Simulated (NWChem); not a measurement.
System: C₂H₅ClOSi; SMILES C=C(Cl)[SiH2]O

```xyz
10

C      1.6681    -1.2292    -0.3569
C      0.5722    -0.5478     0.0196
Cl    -0.9572    -1.3988     0.3077
Si     0.3857     1.3114     0.3015
O     -0.9381     1.8687    -0.5660
H      1.6737    -2.3230    -0.4895
H      2.6038    -0.6786    -0.5450
H      1.5990     2.0197    -0.2183
H      0.2325     1.5376     1.7825
H     -1.6978     1.2588    -0.5192
```
Atoms are numbered in this order, from 1.

Computed with NWChem. All runs use the structure optimised with PBE-D3(BJ)/def2-SVP. Vzz is the largest principal value of the second derivative of the potential at the nucleus (NWChem prints the opposite sign); η is the asymmetry. Non-relativistic.

| level | Vzz Cl3 (a.u.) | η Cl3 | Vzz O5 (a.u.) | η O5 |
|---|---|---|---|---|
| PBE/def2-TZVP | 3.584 | 0.08 | 1.329 | 0.73 |
| PBE/def2-SVP | 3.272 | 0.07 | 1.368 | 0.74 |
| Hartree-Fock/def2-TZVP | 3.780 | 0.04 | 1.444 | 0.69 |
| Hartree-Fock/cc-pVTZ | ___ | 0.04 | 1.434 | 0.69 |

Fill in the missing entries.


- Hartree-Fock/cc-pVTZ, Vzz Cl3 (a.u.): 3.473
